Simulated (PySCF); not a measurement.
# Computed structure and properties of Pb(CH3)2

System: Pb(CH3)2 (singlet); start: template (C2v). Method: PySCF 2.14.0, RKS r2SCAN, Pb def2-SVP with ECP60, C def2-SVP, H def2-SVP; non-relativistic Hamiltonian with scalar-relativistic core potentials where named; density fitting; no spin-orbit coupling.

Input of the relaxation:

```python
mol = gto.M(atom='''
Pb     0.00000     0.00000    -0.12869
C      2.21120    -0.00000     0.86091
H      2.96260    -0.00000     0.07121
H      2.33290     0.89000     1.47831
H      2.33290    -0.89000     1.47831
C     -2.21120     0.00000     0.86091
H     -2.96260     0.00000     0.07121
H     -2.33290    -0.89000     1.47831
H     -2.33290     0.89000     1.47831''',
    basis={'Pb': 'def2-SVP', 'C': 'def2-SVP', 'H': 'def2-SVP'},
    ecp={'Pb': 'def2-SVP'},
    charge=0, spin=0)
mf = dft.RKS(mol, xc='R2SCAN')
mf.grids.atom_grid = (50, 194)
mf = mf.density_fit()  # fitting sets: Pb def2-universal-JKFIT, C def2-universal-JKFIT, H def2-universal-JKFIT
mf.conv_tol = 1e-08; mf.max_cycle = 55
mf.kernel(dm0)  # dm0: converged density of the start geometry
# quasi-Newton relaxation in Cartesian coordinates to a largest gradient under 0.00045 Eh/bohr, steps kept in the point group
```

Run from Python with OMP_NUM_THREADS=2; the lines above give its settings. Where DIIS fails, smearing, a level shift and second-order steps follow.
It took 35 s on 2 threads of Intel(R) Xeon(R) 6975P-C (Granite Rapids), on a shared host, from the converged density of the start.

Course of the relaxation:

```tsv
step	energy above end (eV)	largest force component within the symmetry (eV/Å)
0	0.8571	1.589
1	0.4880	0.554
2	0.3272	0.349
3	0.2193	0.452
4	0.1217	0.248
5	0.0597	0.356
6	0.0224	0.220
7	0.0048	0.104
8	0.0007	0.062
9	0.0003	0.071
10	0.0000	0.023
11	0.0000	0.005
```

Relaxed geometry (C2v):

```xyz
9

Pb    0.0000    0.0000   -0.7917
C     1.6413    0.0000    0.8386
H     2.6601    0.0000    0.4232
H     1.5088    0.8889    1.4793
H     1.5088   -0.8889    1.4793
C    -1.6413    0.0000    0.8386
H    -2.6601    0.0000    0.4232
H    -1.5088   -0.8889    1.4793
H    -1.5088    0.8889    1.4793
```

```
     contact      Å
Pb1–C2 (CH3)  2.313
Pb1–C6 (CH3)  2.313
```

On the finer grid (75, 302):

- HOMO: -5.21 eV
- LUMO: -2.80 eV
- Dipole about the centre of mass: 0.56 D
- Set of Mulliken populations of Pb1 outside the core potential: s 3.90, p 7.55, d 10.07
- D3(BJ) dispersion energy (not in the energies): -0.044 eV

```csv
atom,Mulliken (e),Löwdin (e),spin (e)
Pb1,0.47,0.45,0.00
C2,-0.42,-0.31,0.00
H3,0.06,0.02,0.00
H4,0.06,0.03,0.00
H5,0.06,0.03,0.00
C6,-0.42,-0.31,0.00
H7,0.06,0.02,0.00
H8,0.06,0.03,0.00
H9,0.06,0.03,0.00
```

No frequency check is given for this geometry.

Taking off one CH3 (charge -1, singlet; the rest: singlet) in vacuum, both parts rigid, costs 9.82 eV; the small basis without counterpoise inflates it. Most of it is the attraction of opposite charges; other ways to part are cheaper, and one spin state was tried for the rest.

Rigid scan of CH3 along the line from its metal:

distance to C2 (Å), energy (eV) and a bar:
```
     2.01      0.651 ########
     2.11      0.250 ###
     2.21      0.054 #
     2.31      0.000 
     2.41      0.042 #
     2.51      0.149 ##
     2.71      0.473 ######
     3.01      1.058 #############
     3.41      1.794 #####################
     3.91      2.509 ##############################
```

One start shape was tried, so this needn't be the lowest isomer.
